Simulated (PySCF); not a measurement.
C6H8O.
InChI=1S/C6H8O/c1-4-6(3)7-5-2/h1H,3,5H2,2H3

Torsions of this conformer, `[CH:1]#[C:2][C:3](=[CH2:4])[O:5][CH2:6][CH3:7]`: C2–C3–O5–C6 180°, C3–O5–C6–C7 180°.

The closed-shell ground state was solved at several levels (PySCF, density fitting, gas phase, non-relativistic). One conformer (not necessarily the lowest) at the PBE0-D3(BJ)/def2-SVP geometry, without solvent, vibrations or thermal averaging.

```csv
level,basis functions,HOMO (eV),LUMO (eV),gap (eV),dipole (D)
B3LYP/pcJ-1,269,-6.45,-0.69,5.76,1.24
PBE0/pcSseg-1,159,-6.67,-0.49,6.18,1.25
B3LYP/def2-SVPD,207,-6.49,-0.79,5.70,1.25
```

Estimate the row for mPW1PW91/pcSseg-2, a basis of 364 functions; the other rows only guide the guess.

HOMO -6.71 eV, LUMO -0.61 eV, gap 6.10 eV, dipole 1.25 D.

Over all these levels, which gives the widest orbital gap and which the narrowest?

PBE0/pcSseg-1 (global hybrid, 25 % exact exchange) has the widest, 6.18 eV, and B3LYP/def2-SVPD (global hybrid, 20 % exact exchange) the narrowest, 5.70 eV. Functional and basis both differ between the two, so the spread mixes both effects.

How far do the dipole and the HOMO energy spread over the levels?

The dipole runs from 1.24 to 1.25 D (mean 1.25 D) and the HOMO from -6.71 to -6.45 eV.
